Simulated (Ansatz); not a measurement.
Molecule: C₃H₆N (charge 0, doublet). It need not be the lowest isomer of its formula. SMILES: NC1[CH]C1
Coordinates optimised at B3LYP-D3(BJ)/def2-TZVP (Ansatz, a quantum-chemistry and plane-wave program):
```xyz
10

C     -0.8679    -0.8354     0.1312
C     -1.0469     0.5554    -0.2787
C      0.2240     0.0926     0.4377
N      1.4240     0.0195    -0.3611
H     -1.4529    -1.5086     0.7375
H     -1.7632     1.1831     0.2435
H     -0.9110     0.8001    -1.3276
H      0.3294     0.3940     1.4819
H      1.9653     0.8723    -0.2834
H      2.0089    -0.7532    -0.0659
```
Charge 0, spin multiplicity 2.

Property: atomisation energy (electronic, to ground-state atoms), in kJ/mol. Valence correlation only, unless marked. Open shells are spin-unrestricted. Spin-orbit coupling is left out. No relativistic terms. The coupled-cluster limit lacks core correlation, which all-electron functionals hold. Basis-set limits of correlation are two-point, X^-3; Hartree-Fock from the larger set. [CCSD(T)-MP2]/basis is that difference in the basis named.

```json
[
 {"level": "SVWN5/def2-TZVPD", "program": "Ansatz", "atomisation energy (kJ/mol)": "4389.0"}
]
```

Task: Estimate the value at RI-MP2/CBS(cc-pVTZ,cc-pVQZ)+[CCSD(T)-MP2]/cc-pVTZ as computed with Ansatz.

Result: 3775.4 kJ/mol, so SVWN5/def2-TZVPD differs from it by 613.6 kJ/mol.
